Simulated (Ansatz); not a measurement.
Coupled-cluster diagnostics for the cluster Si4⁻, Ansatz.

Geometry of the doublet (B3LYP-D4/def2-TZVPD):

```
atom   x (Å)   y (Å)   z (Å)
 Si1  -2.235  -1.834   1.463
 Si2   0.760   0.624  -0.498
 Si3  -0.763  -0.623   0.495
 Si4   2.237   1.834  -1.460
```

Correlated methods freeze 20 core orbitals. Another isomer (doublet) lies 2.59 eV lower at PBE0-D4/def2-TZVPD; other spin states weren't run for this one.

(1) Estimate the CCSD(T) correlation energy, the shares of MP2 and (T), T1 and the reference's ⟨S²⟩ for: charge -1, doublet, own geometry in def2-TZVPPD; and the rough time on 4 threads of Arm Neoverse V1 on a shared host.

Results:

(1) 
```tsv
state	basis	correlation (eV)	MP2 share (%)	(T) share (%)	T1	⟨S²⟩ (pure)	wall time	remarks
charge -1, doublet, own geometry	def2-TZVPPD	-13.470	78.9	8.5	0.089	1.83 (0.75)	7.1 min	large T1, spin-contaminated
```
Customary marks for T1 are 0.02 (closed shells), 0.045 (open shells) and about 0.05 (3d metals). T1 exceeds 0.02 in 1 of 1 rows and 0.045 in 1; the higher it lies, the less the single-reference result can be trusted.
